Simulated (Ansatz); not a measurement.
Harmonic frequencies (cm⁻¹) at PBE0-D4/def2-TZVP from Ansatz: 96, 98, 142, 420, 421, 521, 530, 650, 691, 717, 772, 804, 838, 888, 1344, 1908, 1916, 1919, 1920, 3030, 3107.

Problem. Which molecule is it?
A. `FB1[BH][GeH2][O]1`
B. `C[BH][SbH2]`
C. `OC1=CNC1`
D. `[AlH2][CH2][AlH2]`

Solution. D.
